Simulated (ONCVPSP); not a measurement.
## Potentials for carbon (C) compared

Generated with ld1.x 7.5 (TM, RRKJ, ultrasoft, PAW), atompaw 4.2 or ONCVPSP 4.0.1. The cutoff is in Ry: for ld1.x and atompaw files where the sum of valence levels is converged to 10 mRy in a Bessel basis, for ONCV files where the hardest occupied wave has 1 mHa per electron of residual kinetic energy. The error is the largest all-electron minus pseudo excitation energy over each file’s own four to seven test configurations (ionisations up to +4, promotions, holes and added fractions of an electron), all of which were solved. The labels leave out finer settings (local radius, basis sizes, second energies), which also bear on the numbers. Spin-polarised tests are not counted. The rows are a selection from randomly drawn settings: files with unsolved tests, undetermined cutoffs or missed reference levels are left out.

A true bound ghost makes a file unfit for plane-wave use even where its test errors are small: the radial tests pick states by their node count and pass the ghost by.

| potential | cutoff (Ry) | largest error (meV) | bound ghosts |
| --- | --- | --- | --- |
| ONCV, PBE, scalar-relativistic, rc 0.95/2.15/1.95 (spd), local s, core correction yes, reference 2s2 2p1, qcut 6.7/8.2/4.3, projectors 0/3/2 | 40 | +356 | none |
| ONCV, PBEsol, scalar-relativistic, rc 1.10/2.10/1.90 (spd), local smoothed, core correction yes, reference 2s2 2p2, qcut 6.6/6.3/5.5, projectors 2/3/2 | 36 | +590 | none |
| ONCV, PBE, scalar-relativistic, rc 0.90/2.20/2.30 (spd), local smoothed, core correction no, reference 2s1.5 2p2.5, qcut 8.5/7.3/3.8, projectors 3/2/1 | 74 | +403 | s |
| ONCV, PBE, scalar-relativistic, rc 1.30/1.60 (sp), local smoothed, core correction yes, reference 2s2 2p2, qcut 4.4/5.8, projectors 2/3 | 96 | +531 | none |
| ONCV, Wu-Cohen, non-relativistic, rc 1.35/2.15 (sp), local smoothed, core correction no, reference 2s2 2p2, qcut 4.7/6.8, projectors 2/3 | 28 | +623 | none |
| ONCV, LDA (Perdew-Wang 92), scalar-relativistic, rc 1.25/2.50 (sp), local smoothed, core correction yes, reference 2s2 2p2, qcut 4.1/5.6, projectors 2/1 | 94 | +1298 | none |

Task: Fill in the row for C: ONCV, PBE, scalar-relativistic, rc 1.00/2.20 (sp), local s, core correction yes, reference 2s2 2p2, qcut 6/7.8, projectors 0/2.

Result: cutoff 39 Ry, largest error +561 meV, bound ghosts: none.

Task: Fill in the row for C: ONCV, PBE, scalar-relativistic, rc 1.15/1.65/1.55 (spd), local smoothed, core correction yes, reference 2s2 2p2, qcut 7/10.6/6.4, projectors 2/2/2.

Result: cutoff 49 Ry, largest error +192 meV, bound ghosts: none.

Task: Fill in the row for C: ONCV, PBE, scalar-relativistic, rc 0.85/1.50/1.50 (spd), local smoothed, core correction yes, reference 2s2 2p2, qcut 6.3/5.3/6.4, projectors 2/2/3.

Result: cutoff 64 Ry, largest error +471 meV, bound ghosts: none.
